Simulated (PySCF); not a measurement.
Compound: C5H11N2 (doublet state).
Structure used (GFN2-xTB), in Å, numbered top down from 1:
```xyz
18
C5H11N2 angstrom
C     -2.7103    0.9589    0.6937
C     -1.2516    0.8743    0.7269
C     -0.7236   -0.4262    0.0068
N     -1.0367   -0.3464   -1.4012
C      0.7403   -0.5411    0.3072
N      1.5936   -0.3187   -0.5873
C      2.9907   -0.3842   -0.3033
H     -3.2048    1.2515   -0.2112
H     -3.2967    0.5026    1.4685
H     -0.7983    1.7162    0.1984
H     -0.8837    0.8487    1.7549
H     -1.2524   -1.2840    0.4388
H     -0.4410    0.3573   -1.8271
H     -0.8257   -1.2276   -1.8566
H      1.0044   -0.7912    1.3470
H      3.4333    0.5810   -0.5539
H      3.4385   -1.1341   -0.9569
H      3.2153   -0.6309    0.7437
```

The hyperfine couplings belong to this conformer and change with its torsions.

The species is `[CH2]C[C@@H](N)/C=N/C` [radical].

The calculation used UKS B3LYP, pcH-1 on C H N, non-relativistic, mean-field spin-orbit, GIAO (PySCF). One conformer (not necessarily the lowest) at the GFN2-xTB geometry, without solvent, vibrations or thermal averaging. The geometry wasn't refined by DFT: couplings that depend on bond lengths, twists or pyramidal angles can differ widely from those at the functional's own minimum. Stability of the SCF solution: not tested.

**Question.** Give the principal g shifts and their parts.

**Answer.** 
```
                    Δg (ppm)     1     2     3
relativistic mass correction  -143  -143  -143
            gauge correction     5    25    20
   orbital Zeeman/spin–orbit    -6   543   723
                       total  -144   425   601
```

So g = 2.00218, 2.00274, 2.00292 and g_iso = 2.00261; the tensor is rhombic: the two nearest values differ by 24 % of g3 − g1. Axes: g3 points within 8° of the C1–H9 bond.

**Question.** What are the electron Larmor frequencies g μB B/h along the three axes at 330 mT?

**Answer.** 9.2476, 9.2502, 9.2510 GHz for g1, g2 and g3, a range of 3.4 MHz.

**Question.** At 33.922 GHz, how far is the centre of the isotropic spectrum from where a free electron (g = 2.002319) resonates?

**Answer.** B = hν/(g μB) with μB/h = 13.99624 MHz/mT gives 1210.42 mT for the free electron and 1210.24 mT at g_iso, 0.18 mT lower.

**Question.** In a frozen sample, at which fields do the three g values resonate at 9.5, 34, 94 and 263 GHz (hyperfine left aside), and which band first spreads them over more than twice a line width of 1.0 mT?

**Answer.** 
| band | GHz | B(g3) mT | B(g2) mT | B(g1) mT | spread mT |
| --- | --- | --- | --- | --- | --- |
| X | 9.5 | 338.88 | 338.91 | 339.01 | 0.13 |
| Q | 34.0 | 1212.84 | 1212.95 | 1213.29 | 0.45 |
| W | 94.0 | 3353.15 | 3353.44 | 3354.39 | 1.25 |
| J | 263.0 | 9381.68 | 9382.50 | 9385.17 | 3.49 |

The spread grows in proportion to the frequency. J band is the first where it exceeds 2.0 mT.

The largest Mulliken spin populations are on C1 (+1.07), C2 (-0.09) and C3 (+0.06). C1 is the only atom above +0.15. The positive populations add up to 1.18 and the negative ones to -0.18, together 2S = 1. The angles at C1 add up to 358.2°, so it is nearly planar; its axial dipolar tensor and the negative couplings of its protons fit spin in a p orbital normal to that plane.

The HOMO–LUMO gaps are 5.27 eV among the α and 5.02 eV among the β orbitals.
